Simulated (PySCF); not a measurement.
TmP from Hartree–Fock to correlated methods

State: quintet, about 12.9 electrons in the 4f shell (Mulliken), real f orbitals that mix terms. Set-up: PySCF, spin-free X2C with a Gaussian nucleus, basis sets Tm x2c-SVPall, P x2c-SVPall. De refers to Tm (4f13 6s2) + P in their high-spin ground configurations, without counterpoise correction. The functionals are run spin-unrestricted. A positive dipole means Tm(−)P(+). Levels whose curve was spin-contaminated or gave no clean fit are not listed.

```
      Level  Re (Å)  ωe (cm⁻¹)  De (eV)  μ (D)
        UHF   2.936        207      n/a  -5.25
    UHF-MP2   2.794        216      n/a    n/a
UHF-SCS-MP2   2.833        206      n/a    n/a
        PBE   2.676        226     1.45  -3.82
     r²SCAN   2.640        238     1.56  -4.59
       PBE0   2.812        204     1.08  -3.94
        M06   2.832        194     0.88  -2.60
  CAM-B3LYP   2.814        210     0.92  -3.99
```

The bond length runs from 2.640 Å (r²SCAN) to 2.936 Å (UHF). De spans 0.88 eV (M06, hybrid meta-GGA) to 1.56 eV (r²SCAN, meta-GGA).

Correlated steps freeze 23 core orbitals. Spin–orbit coupling is left out, which matters for elements this heavy, above all for dissociation energies. With d or f electrons several states lie close, and the lowest PBE0 determinant need not be the measured ground state.

The whole job (state search and all levels along the bond) took about 18 min on 2 threads of AMD EPYC 7R43 64-Core (shared host), peak memory 4.5 GiB.
